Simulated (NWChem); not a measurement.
A series in which one site is exchanged, each optimised at PBE0/def2-SVP with NWChem, gas phase unless a solvent is named. For some, no frequency run checked for a minimum. def2 effective core potentials on Hf; no spin-orbit coupling.

A: FC(Cl)(F)F (CClF3; site = C)
B: [Hf]([Cl])([F])([F])[F] (HfClF3; site = Hf)
C: [F][Ti]([F])([F])[Cl] (TiClF$_{3}$; site = Ti)
D: [Cl][Ge]([F])([F])[F] (GeClF3; site = Ge)

Q: Rank them by lowest singlet excitation, CAM-B3LYP/def2-SVPD, TDA (eV), lowest first.

A: C (5.18), D (7.08), B (7.30), A (7.99)
